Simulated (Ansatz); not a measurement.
Reading a saddle point

A first-order saddle point of GaAsH$_{6}$S, singlet, PBE0-D4/def2-TZVP, with one imaginary mode of 850i cm⁻¹:

```tsv
atom	x (Å)	y (Å)	z (Å)
Ga1	-1.0631	-0.0464	-0.7634
S2	1.1858	-0.2980	-1.5464
H3	-1.7577	-1.4278	-0.9252
H4	-1.5577	1.4111	-0.9851
H5	0.6553	-0.2319	0.1014
As6	-0.3077	-0.0741	1.7402
H7	1.4527	1.0166	-1.4873
H8	0.5795	-1.2844	1.9570
H9	0.8128	0.9347	1.9088
```

Computed with Ansatz 0.2.0 (basis: def2-TZVPP and def2-QZVPP); correlated methods freeze the cores. Filled d shells of the heavier atoms are correlated. The def2 sets are not built for correlating such inner shells, so the correlated values are less sure here. Extrapolation: Hartree–Fock as exp(−7.88 √X), correlation as X^−2.97.

Which contacts change along the imaginary mode, and what lies on either side? (Judge from chemistry; the calculation decides.)

The calculation gives: The step is GaH₃S ([SH][GaH2]) + AsH₃ → GaAsH₄ ([GaH2][AsH2]) + H₂S (still joined by a long Ga–S bond), with the molecules in contact on both sides. Shortening one way: Ga1–As6, S2–H5; lengthening the same way: Ga1–S2, H5–As6.
```csv
pair,one side (Å),saddle (Å),other side (Å)
Ga1–As6,2.69,2.62,2.44
S2–H5,3.85,1.73,1.34
Ga1–S2,2.25,2.39,2.60
H5–As6,1.51,1.91,3.73
```

Which side is lower, and how far does the saddle lie above each? (Judge from chemistry; the value comes from the calculation.)

The calculation gives: The side with Ga1–S2, H5–As6 short is lower by 7.50 kcal/mol; the saddle lies 27.30 kcal/mol above it and 19.80 kcal/mol above the other (CCSD(T) at an estimated basis limit (MP2 extrapolated from triple and quadruple zeta, plus CCSD(T) − MP2 in triple zeta); electronic energies).

T1 diagnostic: at most 0.013.

Labels in which every atom is bracketed show which atoms are joined, not bond orders.

For scale, one of the runs: CCSD(T)/def2-TZVPP, 222 basis functions, launched by `ansatz run in.yaml --threads 8 --pin off --events-out ev --progress --plain --max-ram 19148MiB`. Hardware: 8 CPU threads of an Arm Neoverse V1, shared host. Wall time 82 s; peak host memory 3.4 GiB.
